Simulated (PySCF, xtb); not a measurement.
BiHCl₂, SMILES [Cl][BiH][Cl].

xtb with GFN2-xTB at its own geometry gives an orbital gap of 5.10 eV and a dipole moment of 5.32 D.

Geometry optimised at PBE0-D3(BJ)/def2-TZVP. The def2 effective core potentials stand for the cores of Bi; spin–orbit coupling is left out.

Problem. What does HF/def2-TZVPD in PySCF give? (An estimate is asked for; the answer gives what the named calculation found.)

Solution. gap 11.29 eV (levels -10.74 and 0.56 eV), dipole 4.17 D.
